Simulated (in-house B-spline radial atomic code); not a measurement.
Computed with a B-spline radial atomic code. Model: two electrons, singlet ground state, non-relativistic, full CI in B-splines with partial waves to l = 8 (at full coupling up to 3e-4 hartree above the limit, correlation up to 0.6 % small), density held at that of full coupling by Lieb maximisation.

Along the adiabatic connection the electron repulsion is scaled by a coupling λ while a local potential keeps the density fixed. At λ = 0 the system is the Kohn-Sham one and W equals the exchange energy; the exchange-correlation energy is the area under W between 0 and 1. The kinetic energy rises with λ as the electrons avoid each other, with dT/dλ = −λ dW/dλ.

Command:
```bash
python run_ac.py task.json out
```
Settings (lengths in bohr, energies in hartree):
```
potential              coulomb
strength               1.1
lmax                   8
```

Cost of the run: 110 s on 1 thread of Intel(R) Xeon(R) Processor @ 2.30GHz, on a shared host.

**W = mean repulsion less Hartree energy, and W of three functionals.**

Given: confinement point charge; nuclear charge 1.1; external potential -Z/r.

Computed: PBE exchange minus exact -5.7781 millihartree; SCAN exchange minus exact -8.8365 millihartree.

```tsv
coupling	W xc (hartree)	W xc minus exchange (millihartree)	kinetic minus Kohn-Sham (millihartree)	LDA (PW92) W minus its exchange (millihartree)	PBE W minus its exchange (millihartree)	SCAN W minus its exchange (millihartree)
0	-0.45118	0	0	0	0	0
0.02	-0.4534	-2.223	0.02	-9.84	-1.51	-1.76
0.05	?	?	?	?	?	?
0.12	-0.4638	-12.62	0.74	-35.57	-9.21	-9.79
0.25	-0.47571	-24.536	2.93	-56.71	-18.73	-18.87
0.4	-0.48759	-36.411	6.76	-74.66	-28.74	-28
0.6	-0.50092	-49.74	13.39	-93.04	-40.56	-38.49
0.8	?	?	?	?	?	?
1	-0.52136	-70.183	29.51	-119.67	-59.99	-55.39
1.4	-0.53625	-85.072	47.23	-138.86	-75.33	-68.55
2	-0.55227	-101.09	74.17	-160.04	-93.25	-83.73
3	-0.56967	-118.49	116.95	-184.36	-114.8	-101.52
```

(1) What belongs in the row 0.05?

(2) What belongs in the row 0.8?

(3) What is the LDA exchange minus exact?

**Energy parts, natural occupations and partial-wave weights.**

Computed: total energy -0.6748 hartree; correlation energy -0.040675 hartree; kinetic part of the DFT correlation energy 0.029508 hartree; initial slope twice GL2 -0.11242 hartree; kinetic part over minus potential part 0.42044; Hartree energy 0.90236 hartree; Lieb Oxford ratio E_xc over LDA exchange 1.246.

| natural | occupation of the shell (electrons) |
| --- | --- |
| s | 1.9231 |
| s | 0.053261 |
| p | ? |
| d | 0.00063578 |
| p | 0.00049637 |
| s | 0.00037951 |

(4) What belongs in the row p?

```csv
wave,weight
s,0.9884
p,?
d,0.00035138
f,4.2964e-05
g,9.3268e-06
```

(5) What belongs in the row p?

(6) What is the exchange energy?

(7) What is the Kohn-Sham kinetic?

## Answers

(1) W xc (hartree): -0.45664; W xc minus exchange (millihartree): -5.466; kinetic minus Kohn-Sham (millihartree): 0.14; LDA (PW92) W minus its exchange (millihartree): -19.41; PBE W minus its exchange (millihartree): -3.83; SCAN W minus its exchange (millihartree): -4.29.

(2) W xc (hartree): -0.51201; W xc minus exchange (millihartree): -60.829; kinetic minus Kohn-Sham (millihartree): 21.11; LDA (PW92) W minus its exchange (millihartree): -107.61; PBE W minus its exchange (millihartree): -50.89; SCAN W minus its exchange (millihartree): -47.52.

(3) 56.431 millihartree.

(4) occupation of the shell (electrons): 0.021847.

(5) weight: 0.011191.

(6) -0.45118 hartree.

(7) 0.6452 hartree.

Half-way to full coupling W has made 61 % of its drop, against 50 % for a straight line, and second-order (GL2) theory, half the initial slope, overshoots the correlation energy by about 38 %: a marked bend. Over couplings 0 to 1 the errors in E_xc come to about +19 millihartree for LDA, +1.7 millihartree for PBE, +0.2 millihartree for SCAN, so SCAN is nearest. In LDA and PBE and SCAN the errors of exchange and correlation have opposite signs, so the sum is smaller than the larger of the two.
